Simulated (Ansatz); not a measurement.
The cluster Mg₅S₄, 9 atoms. Hardware: 4 threads of Arm Neoverse V2 on a shared host.

Correlated methods freeze 25 core orbitals; core or outer-core shells of Mg are correlated, in sets that lack core-valence functions.

How many basis functions does each of these Ansatz runs have, and roughly what does it cost? PBE0-D4/def2-TZVP, charge 0 singlet, energy, from earlier orbitals; CCSD(T)/def2-SVP, charge 0 singlet, energy, from earlier orbitals; r2SCAN-D4/def2-TZVP, charge 0 singlet, energy, from earlier orbitals; B3LYP-D4/def2-TZVP, charge 0 singlet, energy, from earlier orbitals; PBE-D4/def2-SVP, charge 0 singlet, energy, from earlier orbitals; MP2/def2-TZVP, charge 0 singlet, energy, from earlier orbitals; PBE-QIDH/def2-TZVP, charge 0 singlet, energy, from earlier orbitals; B3LYP-D4/def2-SVP, charge 0 singlet, relaxation, 6 steps; PBE-D4/def2-TZVP, charge 0 singlet, energy and forces, from earlier orbitals; PBE0-D4/def2-SVP, charge 0 singlet, energy, from earlier orbitals; LDA (SPW92)/def2-TZVP, charge 0 singlet, energy, from earlier orbitals.

Other jobs shared the machine, so times can vary by a factor of up to 3. A dash marks memory too small to be measured apart from the calling script's.

| run | functions | fitting or Cholesky vectors | wall time | peak host memory (GiB) |
| --- | --- | --- | --- | --- |
| PBE-D4/def2-SVP, charge 0 singlet, energy, from earlier orbitals | 162 | 1715 | 3.9 s | – |
| LDA (SPW92)/def2-TZVP, charge 0 singlet, energy, from earlier orbitals | 308 | 2484 | 4 s | 0.87 |
| PBE0-D4/def2-SVP, charge 0 singlet, energy, from earlier orbitals | 162 | 1352 | 7 s | – |
| PBE-D4/def2-TZVP, charge 0 singlet, energy and forces, from earlier orbitals | 308 | 2484 | 8 s | 0.88 |
| MP2/def2-TZVP, charge 0 singlet, energy, from earlier orbitals | 308 | 2254 | 14 s | 1.3 |
| B3LYP-D4/def2-TZVP, charge 0 singlet, energy, from earlier orbitals | 308 | 2524 | 16 s | 1.7 |
| r2SCAN-D4/def2-TZVP, charge 0 singlet, energy, from earlier orbitals | 308 | 2484 | 18 s | 0.93 |
| PBE0-D4/def2-TZVP, charge 0 singlet, energy, from earlier orbitals | 308 | 2524 | 19 s | 1.7 |
| PBE-QIDH/def2-TZVP, charge 0 singlet, energy, from earlier orbitals | 308 | 2254 | 22 s | 1.4 |
| B3LYP-D4/def2-SVP, charge 0 singlet, relaxation, 6 steps | 162 | 1421 | 26 s | – |
| CCSD(T)/def2-SVP, charge 0 singlet, energy, from earlier orbitals | 162 | 1352 | 1.7 min | 1.8 |
